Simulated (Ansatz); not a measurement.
Program: Ansatz. Geometries: PBE0-D4/def2-TZVP. ΔE: electronic, gas phase. CBS: MP2 limit from def2 TZ/QZ plus the TZ coupled-cluster correction, frozen cores. Functionals use def2-TZVPP. def2 core potentials past Kr. For In outer-core shells are correlated without core-valence functions, which leaves a few kJ/mol of doubt a bond. Each species was taken in one conformer, which may not be the lowest.

`O=C1C[SiH]1O` + `[CH3][In]([F])[SiH3]` → `O=C1C[SiH2]1` + `O[CH2][In]([F])[SiH3]`  (redistribution)

`O=C1C[SiH]1O`:

```xyz
9

O     1.281    1.390   -1.374
C     0.578    0.525   -0.937
C    -0.880    0.439   -0.599
Si    0.223   -0.778    0.349
O     0.689   -0.654    1.910
H    -1.415   -0.244   -1.270
H    -1.448    1.344   -0.391
H    -0.095   -2.198    0.099
H     1.067    0.174    2.214
```

`[CH3][In]([F])[SiH3]`:

Z-matrix (Å, degrees):
```
C
In 1 2.137
H 1 1.091 2 108.5
H 1 1.091 2 108.5 3 117.5
H 1 1.089 2 112.2 3 -121.2
F 2 1.977 1 108.0 3 -61.5
Si 2 2.561 1 143.9 3 118.4
H 7 1.487 2 109.4 1 119.9
H 7 1.487 2 109.4 1 -120.8
H 7 1.488 2 111.7 1 -0.4
```

`O=C1C[SiH2]1`:

```xyz
8

O    -1.346    1.799    0.344
C    -0.701    0.823    0.127
C     0.707    0.498   -0.280
Si   -0.319   -1.019    0.212
H     1.514    0.938    0.303
H     0.874    0.588   -1.356
H    -0.659   -1.968   -0.873
H    -0.070   -1.661    1.522
```

`O[CH2][In]([F])[SiH3]`:

```xyz
11

O     0.811   -0.239   -2.509
C     1.025    0.804   -1.581
In    0.251    0.458    0.432
F     1.008    1.872    1.590
Si   -1.221   -1.104    1.844
H    -0.109   -0.234   -2.779
H     0.663    1.773   -1.944
H     2.105    0.902   -1.454
H    -0.374   -1.818    2.835
H    -2.244   -0.302    2.567
H    -1.916   -2.111    0.998
```

```csv
level,ΔE (eV)
PBE,2.00
HF/def2-TZVPP,2.21
```

Task: What does CCSD(T)/CBS give? (Best estimate.)

Result: Ansatz gave: +2.20 eV. The listed levels differ from it by -0.20, 0.01 eV.

Largest T1 diagnostic among the species: 0.017.

From PBE to PBE0 (25 % exact exchange), in def2-TZVPP and without D4, ΔE moves by +0.09 eV.
